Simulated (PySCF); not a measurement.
All numbers come from B3LYP in PySCF with Ru def2-SVP with ECP28, F def2-SVP; scalar-relativistic core potentials, no spin–orbit coupling; density-fitted integrals. Open shells, if any, are unrestricted.

Task: What spin state, shape and geometry does isolated RuF₃⁺ take (every ligand bound to Ru)?

Result: Formally Ru is in oxidation state +4, d4, with 4 unpaired electrons (the high-spin count). The Mulliken spin on Ru is 3.10. The polar-tensor charge on Ru, 2.10, is far below the formal one. The lowest minimum found is a quintet of C2v symmetry with Ru–F 1.786 Å, Ru–F 1.814 Å (×2); F–Ru–F 101.0° (×2), F–Ru–F 158.0°. Its harmonic wavenumbers are 122 (b1), 179 (a1), 183 (b2), 704 (a1), 746 (a1), 770 (b2) cm⁻¹ and its dipole moment is 1.59 D about the centre of mass.

Only a few start shapes were tried, so a lower isomer may exist. Open d and f shells are described by one determinant, and the ground state may have another occupation or spin.
